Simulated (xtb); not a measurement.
xtb input:

```bash
xtb mol.xyz --gfn 1 --sp --chrg 1 --uhf 0
```
mol.xyz:
```
4

F     -1.12166388    -0.97894471     0.01107268
C     -0.37832909     0.02860251     0.00230053
F     -0.96179234     1.13645859     0.00159634
Cl     1.23653415    -0.09348471    -0.00751908
```

**Question.** Which total energy does the run end on?

**Answer.** -16.07160 Eh (GFN1-xTB).
